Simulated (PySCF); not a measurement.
C2H6Cl2OSi (SMILES CO[Si](C)(Cl)Cl), singlet, geometry from GFN2-xTB, with bond 6-3 at 2.4 times its length; SA2-CASSCF(6,5)/STO-3G (PySCF).

PySCF was given this input:
```python
from pyscf import gto, scf, mcscf
import numpy

mol = gto.M(
    atom='''
C     1.958715   -1.423201   -0.957383
O     1.055620   -0.348262   -0.993263
Si   -0.246943   -0.039856   -0.080891
C    -1.705710   -1.217358   -0.392990
Cl   -0.687711    1.838247   -0.618811
Cl    0.997863   -0.309543    4.623649
H     1.493517   -2.321620   -1.366988
H     2.282823   -1.621830    0.065717
H     2.818765   -1.148291   -1.566863
H    -2.590606   -0.909659    0.156142
H    -1.967209   -1.239270   -1.447527
H    -1.471355   -2.234253   -0.088556
''',
    basis='sto-3g',
    charge=0,
    spin=0,
    verbose=4,
)

mf = scf.RHF(mol)
mf.kernel()
mc = mcscf.CASSCF(mf, 5, 6)
mc.fix_spin_(ss=0.0)
mc = mc.state_average_([0.5, 0.5])
mc.kernel()
```

The log (banner, timings and long lists left out):

```
PySCF version 2.14.0

[INPUT] verbose = 4
[INPUT] num. atoms = 12
[INPUT] num. electrons = 74
[INPUT] charge = 0
[INPUT] spin (= nelec alpha-beta = 2S) = 0
[INPUT] symmetry False subgroup None
[INPUT] Mole.unit = angstrom
[INPUT] Symbol           X                Y                Z      unit          X                Y                Z       unit  Magmom
[...]
nuclear repulsion = 382.17506286621
number of shells = 30
number of NR pGTOs = 144
number of NR cGTOs = 48
basis = sto-3g
ecp = {}

******** <class 'pyscf.scf.hf.RHF'> ********
method = RHF
initial guess = minao
damping factor = 0
level_shift factor = 0
DIIS = <class 'pyscf.scf.diis.CDIIS'>
diis_start_cycle = 1
diis_space = 8
diis_damp = 0
SCF conv_tol = 1e-09
SCF conv_tol_grad = None
SCF max_cycles = 50
direct_scf = True
direct_scf_tol = 1e-13
Set gradient conv threshold to 3.16228e-05
Initial guess from minao.
init E= -1346.46816033316
[...]
cycle= 1 E= -1346.64719729864  delta_E= -0.179  |g|= 0.51  |ddm|= 3.95

WARN: HOMO -0.0624555345308685 == LUMO -0.0623722677785008

cycle= 2 E= -1346.24084261841  delta_E= 0.406  |g|= 0.468  |ddm|= 3.76
[...]
cycle= 3 E= -1346.74038039885  delta_E= -0.5  |g|= 0.235  |ddm|=  3.7
[...]
cycle= 4 E= -1346.75683882209  delta_E= -0.0165  |g|= 0.133  |ddm|= 0.221
[...]
cycle= 5 E= -1346.76407569922  delta_E= -0.00724  |g|= 0.0665  |ddm|= 0.172
[...]
cycle= 6 E= -1346.77773415821  delta_E= -0.0137  |g|= 0.0402  |ddm|= 0.767
[...]
cycle= 7 E= -1346.7748709789  delta_E= 0.00286  |g|= 0.0385  |ddm|= 0.171
[...]
cycle= 8 E= -1346.78668779788  delta_E= -0.0118  |g|= 0.0427  |ddm|= 0.891
[...]
cycle= 9 E= -1346.7839499825  delta_E= 0.00274  |g|= 0.0808  |ddm|= 0.512
[...]
cycle= 10 E= -1346.78635297375  delta_E= -0.0024  |g|= 0.0595  |ddm|= 0.188
[...]
cycle= 11 E= -1346.78691533018  delta_E= -0.000562  |g|= 0.0557  |ddm|= 0.57
[...]
cycle= 12 E= -1346.78281003489  delta_E= 0.00411  |g|= 0.0896  |ddm|= 0.424
[...]
cycle= 13 E= -1346.78341587479  delta_E= -0.000606  |g|= 0.0714  |ddm|= 0.46
[...]
cycle= 14 E= -1346.78590066688  delta_E= -0.00248  |g|= 0.0492  |ddm|= 0.105
[...]
cycle= 15 E= -1346.78936433322  delta_E= -0.00346  |g|= 0.00722  |ddm|= 0.31
[...]
cycle= 16 E= -1346.78952268009  delta_E= -0.000158  |g|= 0.0017  |ddm|= 0.144
[...]
cycle= 17 E= -1346.78960538922  delta_E= -8.27e-05  |g|= 0.00182  |ddm|= 0.0983
[...]
cycle= 18 E= -1346.78965007141  delta_E= -4.47e-05  |g|= 0.0022  |ddm|= 0.063
[...]
cycle= 19 E= -1346.78970773318  delta_E= -5.77e-05  |g|= 0.00929  |ddm|= 0.257
[...]
cycle= 20 E= -1346.78975526467  delta_E= -4.75e-05  |g|= 0.00948  |ddm|= 0.121
[...]
cycle= 21 E= -1346.78991415084  delta_E= -0.000159  |g|= 0.00173  |ddm|= 0.126
[...]
cycle= 22 E= -1346.78926579334  delta_E= 0.000648  |g|= 0.0232  |ddm|= 0.31
[...]
cycle= 23 E= -1346.78897767764  delta_E= 0.000288  |g|= 0.0277  |ddm|= 0.033
[...]
cycle= 24 E= -1346.78914958376  delta_E= -0.000172  |g|= 0.025  |ddm|= 0.0144
[...]
cycle= 25 E= -1346.78950223974  delta_E= -0.000353  |g|= 0.0187  |ddm|= 0.0391
[...]
cycle= 26 E= -1346.78960382651  delta_E= -0.000102  |g|= 0.0166  |ddm|= 0.0416
[...]
cycle= 27 E= -1346.78996025411  delta_E= -0.000356  |g|= 0.00226  |ddm|= 0.112
[...]
cycle= 28 E= -1346.78997206714  delta_E= -1.18e-05  |g|= 0.000969  |ddm|= 0.0876
[...]
cycle= 29 E= -1346.78996757349  delta_E= 4.49e-06  |g|= 0.00211  |ddm|= 0.0277
[...]
cycle= 30 E= -1346.78997385718  delta_E= -6.28e-06  |g|= 3.27e-05  |ddm|= 0.0134
[...]
cycle= 31 E= -1346.78997386585  delta_E= -8.68e-09  |g|= 3.11e-05  |ddm|= 0.00278
[...]
cycle= 32 E= -1346.78997383173  delta_E= 3.41e-08  |g|= 0.000233  |ddm|= 0.00258
[...]
cycle= 33 E= -1346.78997389483  delta_E= -6.31e-08  |g|= 0.000109  |ddm|= 0.0015
[...]
cycle= 34 E= -1346.78997392315  delta_E= -2.83e-08  |g|= 0.000176  |ddm|= 0.0113
[...]
cycle= 35 E= -1346.78997397985  delta_E= -5.67e-08  |g|= 1.39e-05  |ddm|= 0.00539
[...]
cycle= 36 E= -1346.78997398107  delta_E= -1.22e-09  |g|= 1.99e-06  |ddm|= 0.00144
[...]
cycle= 37 E= -1346.78997398114  delta_E= -6.87e-11  |g|= 7.97e-07  |ddm|= 0.000253
[...]
Extra cycle  E= -1346.78997398114  delta_E= 4.55e-13  |g|= 8.26e-07  |ddm|= 7e-06
converged SCF energy = -1346.78997398114

******** <class 'pyscf.mcscf.addons.StateAverageCASSCF'> ********
CAS (3e+3e, 5o), ncore = 34, nvir = 9
max_cycle_macro = 50
max_cycle_micro = 4
conv_tol = 1e-07
conv_tol_grad = None
orbital rotation max_stepsize = 0.02
orbital rotation threshold for CI restart = 0.01
augmented hessian ah_max_cycle = 30
augmented hessian ah_conv_tol = 1e-12
augmented hessian ah_linear dependence = 1e-14
augmented hessian ah_level shift = 1e-08
augmented hessian ah_start_tol = 2.5
augmented hessian ah_start_cycle = 3
augmented hessian ah_grad_trust_region = 3
kf_trust_region = 3
kf_interval = 4
ci_response_space = 4
ci_grad_trust_region = 3
with_dep4 0
natorb = False
canonicalization = True
sorting_mo_energy = False
ao2mo_level = 2
internal_rotation = False
******** <class 'pyscf.mcscf.addons.StateAverageSpinPenaltyFCISolver'> ********
max. cycles = 50
conv_tol = 1e-08
davidson only = True
linear dependence = 1e-12
level shift = 0.001
max iter space = 12
nroots = 2
pspace_size = 400
spin = None
State-average over 2 states with weights [0.5, 0.5]
CASCI E = -1346.89969267766  S^2 = 0.0000000
Set conv_tol_grad to 0.000316228
macro iter   1 ( 18 JK    4 micro), CASSCF E = -1346.91519830185  dE = -1.55056242e-02  S^2 = 0.0000000
               |grad[o]|=0.144  |ddm|=0.0166  |maxRot[o]|=0.0646
macro iter   2 (  7 JK    2 micro), CASSCF E = -1346.91520291137  dE = -4.60952765e-06  S^2 = 0.0000000
               |grad[o]|=0.00199  |ddm|=0.000967  |maxRot[o]|=0.0299
macro iter   3 (  1 JK    1 micro), CASSCF E = -1346.91520292293  dE = -1.15587682e-08  S^2 = 0.0000000
               |grad[o]|=2.33e-05  |ddm|=6.33e-05  |maxRot[o]|=    0
1-step CASSCF converged in   3 macro ( 26 JK   7 micro) steps
CASSCF canonicalization
Density matrix diagonal elements [1.53877317e+00 1.52263937e+00 1.76570721e+00 1.17235639e+00
 5.23857695e-04]
CASSCF energy = -1346.91520292293
CASCI E = -1346.91520292293  E(CI) = -8.19754276272852  S^2 = 0.0000000
CASCI state-averaged energy = -1346.91520292293
CASCI energy for each state
  State 0 weight 0.5  E = -1346.91523987841 S^2 = 0.0000000
  State 1 weight 0.5  E = -1346.91516596745 S^2 = 0.0000000
```
